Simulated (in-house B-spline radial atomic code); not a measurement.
The numbers below are computed, except where a source is named.
## Weak and strong correlation along the adiabatic connection

Two-electron singlets in several external potentials (atomic units), by full CI in B-splines with partial waves to l = 8 (correlation energies up to 0.6 % small). The repulsion is scaled by λ at fixed density; W(λ) is the mean repulsion less the Hartree energy, W(0) = E_x, and the area under W from 0 to 1 is E_xc.

One system gave this curve:

```tsv
λ	W (hartree)
0	-0.48465
0.02	-0.4866
0.05	-0.48946
0.12	-0.49581
0.25	-0.50655
0.4	-0.51746
0.6	-0.52994
0.8	-0.54053
1	-0.54959
1.4	-0.56426
2	-0.58035
3	-0.59817
4.5	-0.61447
7	-0.62997
10	-0.64071
```

Which system is it?
A. −V exp(−r²/w²), V = 2.12, w = 3.75
B. −Z exp(−kr)/r, Z = 2.81, k = 0.347
C. −Z exp(−kr)/r, Z = 9.52, k = 0.64
D. −V exp(−r²/w²), V = 25.4, w = 3.84

A. The exchange energy sets the size: −V exp(−r²/w²), V = 2.12, w = 3.75: E_x = -0.485, E_c = -0.0371; −Z exp(−kr)/r, Z = 9.52, k = 0.64: E_x = -5.7, E_c = -0.0454; −Z exp(−kr)/r, Z = 2.81, k = 0.347: E_x = -1.5, E_c = -0.0433; −V exp(−r²/w²), V = 25.4, w = 3.84: E_x = -1.01, E_c = -0.043 hartree.
